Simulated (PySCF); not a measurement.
C₁₀H₁₂O, SMILES CC(C)c1ccc(C=O)cc1, singlet (GFN2-xTB optimised geometry):

```
23

C     -1.270    -2.852    -1.287
C     -1.546    -2.064    -0.004
C     -1.216    -2.905     1.231
C     -0.768    -0.773     0.000
C     -1.434     0.449    -0.001
C     -0.736     1.640    -0.002
C      0.657     1.634    -0.002
C      1.412     2.889    -0.003
O      2.614     2.985    -0.001
C      1.330     0.411     0.000
C      0.625    -0.773     0.000
H     -1.875    -3.756    -1.309
H     -0.223    -3.139    -1.348
H     -1.512    -2.252    -2.161
H     -2.614    -1.821     0.024
H     -1.395    -2.331     2.139
H     -0.175    -3.218     1.222
H     -1.841    -3.794     1.255
H     -2.515     0.464    -0.001
H     -1.267     2.582    -0.004
H      0.770     3.794    -0.007
H      2.410     0.418     0.001
H      1.162    -1.709     0.000
```

Computed with PySCF 2.14.0 with B3LYP/def2-SVP.

Problem. What are the frontier orbital energies and the dipole moment?

Solution. HOMO-2 -7.40 eV, HOMO-1 -7.10 eV, HOMO -6.97 eV, LUMO -1.75 eV, LUMO+1 -0.54 eV; dipole moment 3.80 D.

Meta-Löwdin charges at B3LYP/def2-SVP: C1 -0.28, C2 -0.04, C3 -0.28, C4 0.04, C5 -0.12, C6 -0.09, C7 -0.05, C8 0.26, O9 -0.39, C10 -0.07, C11 -0.11, H12 0.09, H13 0.09, H14 0.10, H15 0.08, H16 0.10, H17 0.09, H18 0.09, H19 0.10, H20 0.10, H21 0.05, H22 0.12, H23 0.10.
